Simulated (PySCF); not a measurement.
Coordinates in bohr (charge 0 multiplicity 1):
```
Ge    0.0000    0.0000    0.0000
O     0.0000    0.0000    3.0486
O     0.0000    0.0000   -3.0486
```

Method: PBE0/[Ge def2-TZVP, O def2-TZVP], no relativity, density fitting, PySCF.

This geometry of GeO2 is a stationary point at this level.

(1) What is the point group?

(2) Is it a minimum?

(3) List the harmonic modes with their infrared intensities.

(4) What are the dipole moment and the gap between the highest occupied and lowest empty levels?

(5) Give the atomic charges and bond orders.

Results:

(1) D∞h.

(2) Yes: all harmonic wavenumbers are real.

(3) 
```json
{"symmetry": "πu", "ω (cm⁻¹)": "216", "IR (km/mol, summed over degenerate members)": "83.1"}
{"symmetry": "σg+", "ω (cm⁻¹)": "921", "IR (km/mol, summed over degenerate members)": "0.0"}
{"symmetry": "σu+", "ω (cm⁻¹)": "1101", "IR (km/mol, summed over degenerate members)": "82.8"}
```

(4) 0.00 D and 6.36 eV.

(5) 
```json
{"atom": "Ge1", "Mulliken": "0.87", "Löwdin": "0.57", "polar tensor": "1.11", "Mayer order to Ge1": "–"}
{"atom": "O2,3", "Mulliken": "-0.43", "Löwdin": "-0.28", "polar tensor": "-0.55", "Mayer order to Ge1": "2.07"}
```
